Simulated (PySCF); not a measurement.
ClH6NSSi2, SMILES N[SiH2]S[SiH2]Cl.

Coordinates come from a B3LYP-D3(BJ)/def2-SVP optimisation. The structure was generated by enumeration, and PubChem lists no compound with its InChIKey, so it may never have been made. One conformer was computed; it need not be the lowest.

These are PySCF with r2SCAN/def2-TZVP values and carry that method's errors.

Gas-phase values at a fixed geometry.

total energy: -1495.80708 hartree
highest occupied level: -6.57 eV
lowest empty level: -0.76 eV
orbital gap: 5.81 eV
dipole moment: 0.120 e·Å
quadrupole, principal values (traceless, Buckingham form, about the centre of nuclear charge): -5.14, -3.16, 8.30 D·Å
mean static polarisability: 89.8 bohr³ (13.30 Å³)
polarisability, principal values: 73.5, 91.4, 104.4 bohr³
